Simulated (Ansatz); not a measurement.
```yaml
crystal:
  periodic: [false, false, false]
  atoms:
    - {symbol: F, position_ang: [-1.102839, -1.536409, 0.320608]}
    - {symbol: C, position_ang: [-0.238210, -0.969862, 1.230566]}
    - {symbol: N, position_ang: [0.477881, 0.155273, 0.761300]}
    - {symbol: C, position_ang: [0.400161, 0.663109, -0.359857]}
    - {symbol: B, position_ang: [0.473379, 1.428894, -1.618333]}
    - {symbol: O, position_ang: [-0.371336, 0.372127, -1.569405]}
    - {symbol: H, position_ang: [-0.825060, -0.665949, 2.103084]}
    - {symbol: H, position_ang: [0.482590, -1.737999, 1.527953]}
    - {symbol: H, position_ang: [0.791935, 2.244517, -2.413016]}
basis:
  gaussian: {orbitals: "6-31G*", point_charges: [{charge: 0.50, position_ang: [3.902, 0.999, -0.230]}]}
total_charge: 1
magnetization: {spin_polarized: true, initial_magnetization: 1}
hamiltonian: {xc: {name: M06-2X}}
accuracy: high
```

```sh
$ ansatz run in.yaml --threads 4 --pin off --events-out ev --progress --plain --max-ram 10444MiB
```

Output, abridged:

```
Error: YAML parse error: error: line 17 column 19: hamiltonian.xc: no functional is named "M06-2X"; the names, which are not case-sensitive, are SVWN5, SPW92, PBE, PBE0, PBEsol, revPBE, revPBE0, RPBE, rPW86-PBE, HSE06, wPBEh, LC-wPBE, HISS, HF, BLYP, B3LYP, B3LYP5, BHLYP, CAM-B3LYP, r2SCAN, r2SCANh, r2SCAN0, r2SCAN50, m-r2SCAN, B97, wB97, wB97X, wB97X-V, B97M-V, wB97M-V, B2PLYP, B2GP-PLYP, PBE0-DH, PBE-QIDH
15 | total_charge: 1
16 | magnetization: {spin_polarized: true, initial_magnetization: 1}
17 | hamiltonian: {xc: {name: M06-2X}}
18 | accuracy: high
```

Something in this input is off. What?

The method's name isn't one that the program takes here. The program refused the input.

HSE06 is defined as in plane-wave codes.
